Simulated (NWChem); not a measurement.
Species: CH3Mg cation; SMILES [CH3][Mg+]

```xyz
5

Mg     0.0000     0.0000    -0.9494
C      0.0000     0.0000     1.1488
H      0.7405     0.7405     1.4581
H      0.2710    -1.0115     1.4581
H     -1.0115     0.2710     1.4581
```
Atoms are numbered in this order, from 1.

Computed with NWChem. Geometry optimised at B3LYP/6-31G*; all other runs use it. Pople sets run with spherical d functions. Vzz has the sign of the potential's second derivative.

```csv
quantity,level,value
Vzz Mg1 (a.u.),Hartree-Fock/6-31G*,-0.233
"first 1s excitation (eV), C K edge, unshifted","B3LYP/6-311G**, TDA",…
orbital gap (eV),PBE0/def2-TZVP,4.51
"vertical, lowest state with f > 0.02, singlet (eV)","PBE0/def2-SVPD, TDA",4.86
highest harmonic frequency (cm⁻¹),B3LYP/6-31G*,…
```

What belongs in the gaps?


- first 1s excitation (eV), C K edge, unshifted, value: 271.4
- highest harmonic frequency (cm⁻¹), value: 3202
